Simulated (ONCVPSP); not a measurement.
# palladium: excitation energies, all-electron against ONCV

| Item | Value |
| --- | --- |
| Element | palladium |
| Generator | ONCVPSP 4.0.1 |
| Type | optimised norm-conserving Vanderbilt (ONCV) |
| Functional | PBE |
| Relativity | scalar-relativistic |
| Frozen core | [Ar] 3d10 |
| Valence charge | 18 |
| Reference configuration | 4s2 4p6 4d9 (charge +1) |
| Partial waves | 4s: rc 1.45 bohr, ncon 3, nbas 6, qcut 7.7 1/bohr, 2 projectors, debl 3.3 Ha; 4p: rc 1.25 bohr, ncon 3, nbas 6, qcut 9.4 1/bohr, 2 projectors, debl 3 Ha; 4d: rc 2.10 bohr, ncon 3, nbas 7, qcut 7.4 1/bohr, 2 projectors, debl 2.8 Ha |
| Local potential | polynomial inside 1.05 bohr (lpopt 5, dvloc0 2 Ha) |
| Core correction | none |

In the s channel the program set the typed energies aside and used -3.553, 0.250 Ha.

Energies are relative to the spin-unpolarised reference configuration 4s2 4p6 4d9; without spin polarisation the order of configurations can differ from experiment.

```csv
valence configuration,charge,ΔE all-electron (eV),error AE − PS (meV)
4s2 4p6 4d7,+3,55.178,+81
4s2 4p6 4d6,+4,104.524,+291
```

Task: What are ΔE and the potential's error for 4s2 4p6 4d10?

Result: ΔE = -9.115 eV all-electron; the error (AE − PS) is +1.4 meV.

Task: What are ΔE and the potential's error for 4s2 4p6 4d8?

Result: ΔE = 20.818 eV all-electron; the error (AE − PS) is +10 meV.
